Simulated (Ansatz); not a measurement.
Reaction (ligand exchange at a Zr–C bond): `[CH3][Zr]([OH])([OH])[OH]` + HBr → `[OH][Zr]([OH])([OH])[Br]` + CH₄

Program: Ansatz. Geometries: PBE0-D4/def2-TZVP. ΔE: electronic, gas phase. CCSD(T)/CBS is the MP2 limit (def2-TZVPP, def2-QZVPP) plus CCSD(T) − MP2 in def2-TZVPP, frozen cores. This one scheme is used for every species. DFT in def2-TZVPP. def2 core potentials past Kr. For Br, Zr outer-core shells are correlated without core-valence functions, which leaves a few kJ/mol of doubt a bond. Scalar relativity is left out up to krypton. One conformer a species, not always the lowest.

`[CH3][Zr]([OH])([OH])[OH]`:

Z-matrix (Å, degrees):
```
C
Zr 1 2.233
H 1 1.096 2 111.2
H 1 1.096 2 111.2 3 120.0
H 1 1.096 2 111.2 3 -120.0
O 2 1.925 1 105.5 3 -60.1
O 2 1.925 1 105.5 3 179.9
O 2 1.925 1 105.5 3 59.9
H 6 0.952 2 165.7 1 149.8
H 7 0.952 2 165.7 1 149.9
H 8 0.952 2 165.7 1 149.9
```

HBr:

Z-matrix (Å, degrees):
```
Br
H 1 1.420
```

`[OH][Zr]([OH])([OH])[Br]`:

```xyz
8

O    -1.106    1.376   -0.501
Zr    0.096   -0.090   -0.267
O     1.598    0.458    0.778
O    -0.804   -1.538    0.595
Br    0.911   -0.864   -2.547
H    -1.515    2.236   -0.496
H     2.278    0.525    1.441
H    -1.458   -2.103    0.996
```

CH₄:

Z-matrix (Å, degrees):
```
C
H 1 1.090
H 1 1.090 2 109.5
H 1 1.090 2 109.5 3 -120.0
H 1 1.090 2 109.5 3 120.0
```

```csv
level,ΔE (kJ/mol)
BLYP-D4,-215.7
HF/def2-TZVPP,-241.3
```

Question: What does CCSD(T)/CBS give? (An estimate is asked.)

Answer: The calculation gave: -218.8 kJ/mol. The listed levels differ from it by 3.1, -22.5 kJ/mol.

Largest T1 diagnostic among the species: 0.016.

At CCSD(T), def2-SVP lies −6.6 kJ/mol from the extrapolated value and def2-TZVPP −0.9 kJ/mol. Leaving LDA and LC-ωPBE aside and taking each functional with its dispersion term where it has one, the values, not all of them listed here, spread over 17.2 kJ/mol, from BHLYP-D4 to revPBE-D4.
